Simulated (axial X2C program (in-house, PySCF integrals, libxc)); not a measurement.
## Working with the constants of ScI

A bond curve at the CCSD(T) level, with spin–orbit coupling, was computed with an in-house relativistic program for diatomic molecules (basis I dyall-cv3z [11s12p8d4f1g], Sc dyall-cv3z [10s11p7d5f2g] (cores contracted in-house)) for the state Ω = 1 (⟨Sz⟩ = -1.00, ⟨Lz⟩ = 2.00 at HF). Its fit gives Re = 2.7702 Å, ωe = 242.1 cm⁻¹, ωexe = 0.59 cm⁻¹ and αe = 2.303e-04 cm⁻¹; the masses are 126.9045 and 44.9559 u. Two-component means X2C with spin–orbit coupling and atomic mean-field Coulomb and Gaunt terms.

Correlated methods: 10 electrons correlated (number of frozen shells: I 4 s, 3 p, 2 d; Sc 3 s, 2 p), 350 virtual spin orbitals or spinors in MP2, 90 natural virtuals in coupled cluster.

**Question.** Find the reduced mass, Be and the force constant.

**Answer.** From the CCSD(T) values: μ = 33.1962 u. Be = 16.8576/(μ Re²) = 0.06617 cm⁻¹. k = 5.8918×10⁻⁷ μ ωe² = 1.15 mdyn/Å.

**Question.** Where do the fundamental and the first overtone lie?

**Answer.** ν(1←0) = ωe − 2ωexe = 240.9 cm⁻¹; ν(2←0) = 2ωe − 6ωexe = 480.7 cm⁻¹.

**Question.** A Morse curve ties αe to the other constants (Pekeris). How well does that hold?

**Answer.** αe(Morse) = 6Be²/ωe × (√(ωexe/Be) − 1) = 2.155e-04 cm⁻¹; the CCSD(T) curve gives 2.303e-04 cm⁻¹, a ratio of 0.94.

**Question.** Estimate the centrifugal constant by the Kratzer relation.

**Answer.** D = 4Be³/ωe² = 1.98e-08 cm⁻¹.

**Question.** Estimate De from a Morse curve and compare with the computed well depth of 2.744 eV to I + Sc.

**Answer.** De(Morse) = ωe²/(4ωexe) = 3.079 eV against 2.744 eV computed, a ratio of 1.12. For De the Morse form works well here.

The state is a single determinant with fixed occupations, the lowest that a limited PBE0 search found. De is counted from the lowest determinant-based energies of the atoms at the same level, without counterpoise correction. Coupled cluster ran in a truncated set of natural virtual spinors; the MP2 energy of the rest was added. (T) has no such correction and the atoms are truncated less, which lowers De at CCSD(T) by a hundredth of an eV or more. PBE0 can misorder states that lie within some tenths of an eV, so this need not be the ground state of the molecule. The nearest other 2c determinant of the search, Ω = 3, lies 0.01 eV up at the distance of the search. With several unpaired electrons one determinant need not be a pure state. The outer-core s and p shells of the metal are frozen in the correlated rows, which leaves out core–valence correlation; for alkali and alkaline-earth bonds that tends to lengthen them. With the outer-core shells frozen, correlated bond lengths of heavy atoms tend to come out a few hundredths of an ångström too long.
